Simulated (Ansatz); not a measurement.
Geometry optimisation, Ansatz, RKS B3LYP/6-31G*.

Input:

```yaml
crystal:
  periodic: [false, false, false]
  atoms:
    - { symbol: B, position_ang: [-0.063899, -0.551801, -0.474622] }
    - { symbol: C, position_ang: [-0.048823, -0.130065, 2.317632] }
    - { symbol: H, position_ang: [-0.946457, -0.127621, 2.942736] }
    - { symbol: H, position_ang: [0.831905, -0.104906, 2.96656] }
    - { symbol: H, position_ang: [-0.04875, 0.754065, 1.680772] }
    - { symbol: H, position_ang: [0.918794, 0.118811, -0.422727] }
    - { symbol: "N", position_ang: [-1.307046, 0.028494, -0.801156] }
    - { symbol: H, position_ang: [-2.179177, -0.480227, -0.864107] }
    - { symbol: H, position_ang: [-1.415748, 1.018274, -0.964328] }
    - { symbol: O, position_ang: [0.10123, -1.926213, -0.309766] }
    - { symbol: H, position_ang: [-0.730261, -2.41365, -0.414886] }
    - { symbol: H, position_ang: [-0.017068, -1.051562, 1.720592] }
basis:
  gaussian: { orbitals: "6-31G*" }
hamiltonian:
  xc: b3lyp
relax:
  f_tol: 0.03
  max_steps: 50
output:
  orbitals: {}
```

Command:

```bash
$ ansatz run input.yaml --threads 1 --pin off --max-ram 2048MiB --backend cpu --events-out ev --progress --plain --runs-dir out
```

Question: Where does it end, and by what steps?

Answer: The forces met the threshold. The force dipped under the threshold on the way, but the program's further checks kept it going. After 22 steps the energy has fallen by 0.287 eV; H6 moved furthest, 1.60 Å.

```csv
step,energy less start (eV),largest force component (eV/Å),accepted
0,0.0000,0.682,yes
1,-0.1391,0.568,yes
2,-0.2253,0.322,yes
3,-0.2494,0.225,yes
4,-0.2557,0.097,yes
5,-0.2596,0.137,yes
6,-0.2622,0.137,yes
7,-0.2652,0.184,yes
8,-0.2683,0.159,yes
9,-0.2712,0.174,yes
10,-0.2739,0.159,yes
11,-0.2774,0.098,yes
12,-0.2798,0.115,yes
13,-0.2813,0.076,yes
14,-0.2831,0.068,yes
15,-0.2840,0.106,yes
16,-0.2849,0.056,yes
17,-0.2854,0.110,yes
18,-0.2864,0.022,yes
19,-0.2868,0.041,yes
20,-0.2869,0.030,yes
21,-0.2872,0.013,yes
22,-0.2873,0.018,yes
```

```xyz
12
Properties=species:S:1:pos:R:3
B -0.132 -0.611 -1.308
C 0.034 -0.239 3.178
H -0.689 -0.944 3.599
H 0.931 -0.230 3.802
H -0.404 0.764 3.159
H 0.840 -0.353 -1.954
N -1.365 -0.013 -1.645
H -2.238 -0.163 -1.157
H -1.445 0.630 -2.419
O 0.039 -1.493 -0.265
H -0.778 -1.671 0.224
H 0.302 -0.542 2.162
```

Run time: 58 s on 1 thread of Arm Neoverse V2, on a shared host, peak memory 0.17 GiB.
